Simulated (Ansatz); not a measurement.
Species: TlCl (charge -1, doublet). 
Coordinates optimised at B3LYP-D3(BJ)/def2-TZVP (Ansatz, a quantum-chemistry and plane-wave program):
```
Tl
Cl 1 2.7371
```
Charge -1, spin multiplicity 2.

Basis-set convergence of Hartree-Fock and CCSD(T) correlation energies (hartree) with Ansatz. Cores are frozen in the correlated levels unless marked. Open shells are spin-unrestricted. Spin-orbit coupling is left out. The frozen core is the preceding noble-gas configuration, with the filled d and f shells of earlier blocks. Past Kr the def2 sets carry scalar-relativistic core potentials. This anion needs diffuse functions, which these sets lack.

```json
[
 {"basis": "def2-SVP", "functions": "44", "E(HF)": "-630.93724", "E(corr, CCSD(T))": "-0.18787"},
 {"basis": "def2-TZVPP", "functions": "92", "E(HF)": "-631.10730", "E(corr, CCSD(T))": "-0.26832"},
 {"basis": "def2-QZVPP", "functions": "152", "E(HF)": "?", "E(corr, CCSD(T))": "?"}
]
```

**Question.** What belongs in the gaps?

**Answer.** 
- def2-QZVPP, E(HF): -631.12404
- def2-QZVPP, E(corr, CCSD(T)): -0.29435
